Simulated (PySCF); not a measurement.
## Polarisability and C₆ of Ni (nickel, neutral)

[Ar] 3d8 4s2, high-spin 3F determinant. Calculation: PySCF 2.14, in aug-cc-pVDZ-DK; scalar relativity by spin-free X2C-1e. Coupled (time-dependent) response in atomic units; α is the mean over directions. A double-zeta set is small for polarisabilities.

```json
{"method": "r2SCAN0", "mean α (bohr³)": "49.15", "C₆ (like pair)": "408.5", "S(−4)": "1160"}
```

S(−4) is the Cauchy moment in α(ω) = α(0) + S(−4) ω² + …

Reference α: 49 ± 3 bohr³ (recommended; Schwerdtfeger and Nagle, table of static dipole polarizabilities (2023 update)). Published C₆: 373.0 (Chu and Dalgarno (2004); Tang, Norbeck and Certain (1976)).

α(iu) at r2SCAN0:

| u (hartree) | α(iu) (bohr³) |
| --- | --- |
| 0 | 49.15 |
| 0.0500 | 46.44 |
| 0.100 | 40.01 |
| 0.200 | 26.42 |
| 0.300 | 17.55 |
| 0.500 | 9.273 |
| 0.750 | 5.431 |
| 1.00 | 3.745 |
| 1.50 | 2.239 |
| 2.00 | 1.543 |
| 3.00 | 0.8899 |
| 5.00 | 0.4232 |
